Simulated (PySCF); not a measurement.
Cards and structures have been mixed up. Pair them.

Structures:
1. `C(Cl)C` (C2H5Cl)
2. `[SiH3]OC1=CC=C[SiH2]1` (C4H8OSi2)
3. `[CH3][Zn][F]` (CH3FZn)
4. `C=C/C=C(\C)F` (C5H7F)

Card P (geometry PBE0-D3(BJ)/def2-SVP):
- Rotational constants A, B, C: 8.411, 1.926, 1.582 GHz
- Static isotropic polarisability (PBE0/def2-SVPD): 69.5 au
- Largest of the computed one-bond spin–spin couplings (means over like bonds) (B3LYP/pcJ-1, spin–dipole term left out for some pairs): 19F–13C -329.9, 13C–1H +171.4, 13C–1H +166.0, 13C–1H +160.4, 13C–1H +157.7, 13C–1H +135.3 (×3), 13C–13C +94.0, 13C–13C +78.0 Hz
- 13C chemical shifts (computed TMS as zero) by class (GIAO B97-2/pcSseg-2): 171.3 (1 C), 139.8 (1 C), 120.9 (1 C), 116.1 (1 C), 15.9 (1 C) ppm
- Lowest triplet excitation (Tamm–Dancoff) (TDA PBE0/def2-SVPD): 3.05 eV

Card Q (geometry PBE0-D3(BJ)/def2-SVP):
* Rotational constants A, B, C: 4.222, 1.121, 0.905 GHz
* Static isotropic polarisability (CAM-B3LYP/def2-SVPD): 101.8 au
* 13C chemical shifts (computed TMS as zero) by class (GIAO PBE/pcSseg-1): 172.7 (1 C), 156.9 (1 C), 129.4 (1 C), 112.4 (1 C) ppm
* HOMO energy (CAM-B3LYP/def2-SVPD): -7.40 eV
* Point group: Cs
* Lowest triplet excitation (Tamm–Dancoff) (TDA CAM-B3LYP/def2-SVPD): 2.44 eV

Card R (geometry PBE0-D3(BJ)/def2-SVP):
- Rotational constants A, B, C: 157.600, 4.217, 4.217 GHz
- Static isotropic polarisability (PBE0/def2-SVPD): 35.6 au
- Lowest triplet excitation (Tamm–Dancoff) (TDA PBE0/def2-SVPD): 6.08 eV
- Lowest singlet excitation (TDDFT PBE0/def2-SVPD): 7.26 eV (171 nm, f = 0.283)
- Dipole moment (PBE0/def2-SVPD): 2.79 D
- Largest of the computed one-bond spin–spin couplings (means over like bonds) (PBE/pcJ-1 (pcSseg-1 on Zn)): 13C–1H +125.8 (×3) Hz
- HOMO energy (PBE0/def2-SVPD): -8.82 eV

Card S (geometry PBE0-D3(BJ)/def2-SVP):
* Rotational constants A, B, C: 31.609, 5.487, 4.969 GHz
* Static isotropic polarisability (CAM-B3LYP/def2-SVPD): 41.4 au
* HOMO energy (CAM-B3LYP/def2-SVPD): -9.82 eV
* Point group: Cs
* 13C chemical shifts (computed TMS as zero) by class (GIAO B3LYP/pcSseg-2): 48.1 (1 C), 22.1 (1 C) ppm
* Core binding energies (ΔSCF SCAN, pcX-2 on the ionised atom, pcseg-1 elsewhere, spin-free X2C, 2p3/2 from a spin–orbit splitting computed afterwards within the 2p shell): Cl2p3/2 205.9, C1s 291.3, C1s 292.5, Cl1s 2828.5 eV

Species are written as SMILES; each is one conformer at its optimised geometry, gas phase, non-relativistic unless stated; the electronic structure was computed with PySCF and density fitting. NMR classes are plain means over equivalent atoms (diastereotopic ones count apart unless rotation or inversion swaps them), as if these changed places fast.

Problem. Which card belongs to which structure?

Solution. P = 4, Q = 2, R = 3, S = 1. What ties each card to its structure:
- 1 (card S), C2H5Cl, monoisotopic mass 64.0 u, 3 heavy atoms: 2 C in 2 classes; core lines of C and Cl; the least shielded carbon (48.1 ppm) is an sp3 C–Cl carbon; an asymmetric top with C = 4.969 GHz, the highest such constant on the cards; polarisability 41.4 au for 34 electrons.
- 2 (card Q), C4H8OSi2, monoisotopic mass 128.0 u, 7 heavy atoms: 4 C in 4 classes; the least shielded carbon (172.7 ppm) is a vinylic carbon bearing oxygen; an asymmetric top with C = 0.905 GHz, the lowest such constant on the cards; polarisability 101.8 au for 68 electrons.
- 3 (card R), CH3FZn, monoisotopic mass 98.0 u, 3 heavy atoms: a prolate symmetric top with C = 4.217 GHz; polarisability 35.6 au for 48 electrons; dipole 2.79 D.
- 4 (card P), C5H7F, monoisotopic mass 86.1 u, 6 heavy atoms: 5 C in 5 classes; the least shielded carbon (171.3 ppm) is a vinylic C–F carbon; an asymmetric top with C = 1.582 GHz; polarisability 69.5 au for 46 electrons.
